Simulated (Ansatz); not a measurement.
A single point on CH₄F₃HfN, SMILES `C[NH][Hf]([F])([F])[F]`.

```yaml
crystal:
  periodic: [false, false, false]
  atoms:
    - {symbol: C, position_ang: [0.368897, -1.190695, 0.890616]}
    - {symbol: N, position_ang: [0.631771, -0.269699, -0.200695]}
    - {symbol: Hf, position_ang: [-0.560759, 1.236060, -0.794322]}
    - {symbol: F, position_ang: [-2.266710, 0.504281, -1.256607]}
    - {symbol: F, position_ang: [0.298566, 2.097348, -2.263866]}
    - {symbol: F, position_ang: [-0.835904, 2.405381, 0.694472]}
    - {symbol: H, position_ang: [1.133114, -1.131164, 1.672921]}
    - {symbol: H, position_ang: [0.305837, -2.228842, 0.547323]}
    - {symbol: H, position_ang: [-0.589117, -0.954454, 1.364315]}
    - {symbol: H, position_ang: [1.514316, -0.468226, -0.654156]}
basis:
  gaussian: {orbitals: def2-QZVPP}
correlation: {method: mp2}
```

```sh
$ ansatz run in.yaml --threads 4 --pin off --events-out ev --progress --plain --max-ram 11315MiB
```

Output, abridged:

```
Functional definition: HF
2973 factors; integrals over basis functions are off by at most 8.4e-4 eV
mean field evaluation 1: about -11990.9962 eV, gradient 6.6e1 eV
mean field evaluation 2: about -11991.1206 eV, gradient 6.6e1 eV
mean field evaluation 4: about -11998.5625 eV, gradient 3.1e0 eV
mean field evaluation 8: about -11998.6208 eV, gradient 3.3e-1 eV
mean field -11998.62107357 eV, -440.9411914963 hartree, gradient 1.6e-6 eV, S^2 0.000000; 0 other end points of the search recorded, 0 dependent functions left out
5 core orbitals not correlated: weight in the atoms' cores, before any rotation towards them, 1.000 or more for the frozen orbitals, at most 0.000 for the correlated occupied ones
reference -11998.62107357 eV, -440.9411914963 hartree; 23, 23 occupied and 458, 458 virtual orbitals, 2973 factors
second order -43.80358029 eV of doubles, -0.00000000 eV of singles
Total energy: -12042.42465386 eV, -442.5509433807 hartree
```

It took 23 s on 4 threads of an Arm Neoverse V2 on a shared host, with 2.9 GiB of host memory at the peak.
